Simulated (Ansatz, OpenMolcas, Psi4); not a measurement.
How basis sets differ on [SiCl3]+ (SMILES Cl[Si+](Cl)Cl)

[SiCl3]+ has 4 atoms, charge +1, and is taken as a singlet. SMILES: `Cl[Si+](Cl)Cl`. The coordinates come from a PBE0-D4/def2-TZVP relaxation.

Quantity: the HOMO–LUMO gap, in eV. The values are calculated.

```tsv
level	kind	program	value (eV)
HF/ANO-R0 (sfX2C)	Hartree–Fock	OpenMolcas	12.68
HF/ANO-XS-MB (DKH2)	Hartree–Fock	OpenMolcas	12.90
HF/STO-3G	Hartree–Fock	Ansatz	14.33
HF/3-21G	Hartree–Fock	Ansatz	13.25
HF/def2-SVP (density fitting)	Hartree–Fock	Psi4	13.93
HF/aug-cc-pVDZ	Hartree–Fock	OpenMolcas	13.90
```

The values span 12.68 to 14.33 eV. Orbital gaps aren't excitation energies.
